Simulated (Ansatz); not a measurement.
CH4BIO2, SMILES `OB(O)CI` from Hartree–Fock to CCSD(T)

Z-matrix (Å, degrees):
```
C
I 1 2.151
B 1 1.570 2 106.4
H 1 1.087 2 105.2 3 121.5
H 1 1.087 2 105.1 3 -121.5
O 3 1.364 1 117.6 2 -90.2
O 3 1.364 1 117.5 2 90.4
H 6 0.959 3 116.0 1 177.0
H 7 0.959 3 116.0 1 -177.0
```

Total charge 0; spin multiplicity 1. Correlated methods include outer-core shells of I, which these sets cover unevenly. I: def2 effective core potential. All single points use the PBE0-D4/def2-TZVP geometry. It is one conformer, not always the lowest. Frozen core, restricted reference, Ansatz.

```csv
basis,HF (Eh),MP2 corr.
def2-SVP,-511.21473,-0.71207
def2-TZVPP,-511.48375,-1.24419
def2-QZVPP,-511.49512,-1.47170
```

Question: Estimate the CCSD correlation energy and the (T) correction in each basis where they were run (hartree).

Answer: 
```csv
basis,CCSD corr.,(T)
def2-SVP,-0.74534,-0.01924
def2-TZVPP,-1.23249,-0.03976
```
